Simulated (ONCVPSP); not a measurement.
# iron: excitation energies, all-electron against ONCV

iron, optimised norm-conserving Vanderbilt (ONCV), made with ONCVPSP 4.0.1 (LDA (Perdew-Wang 92), fully relativistic). Core [Ne], reference 3s2 3p6 3d6 (charge +2). Waves: 3s: rc 1.00 bohr, ncon 4, nbas 8, qcut 9.7 1/bohr, 3 projectors, debl 3.8 Ha; 3p: rc 0.85 bohr, ncon 3, nbas 6, qcut 8.7 1/bohr, 2 projectors, debl 3.4 Ha; 3d: rc 1.30 bohr, ncon 4, nbas 8, qcut 13.9 1/bohr, 2 projectors, debl 2.6 Ha. Local part: polynomial inside 0.55 bohr (lpopt 5, dvloc0 0 Ha). Core correction: none.

Open shells are filled in proportion to 2j + 1.

In the s channel the program set the typed energies aside and used -4.117, 0.250, 4.050 Ha.

Energies are relative to the spin-unpolarised reference configuration 3s2 3p6 3d6; without spin polarisation the order of configurations can differ from experiment.

```csv
valence configuration,charge,ΔE all-electron (eV),error AE − PS (meV)
3s2 3p6 3d6 4s2,0,-25.460,+2.9
3s2 3p6 3d6 4s1,+1,-16.485,+0.9
3s2 3p6 3d5,+3,34.533,+19
3s2 3p6 3d6 4s1.5,+0.5,-21.867,+1.9
```
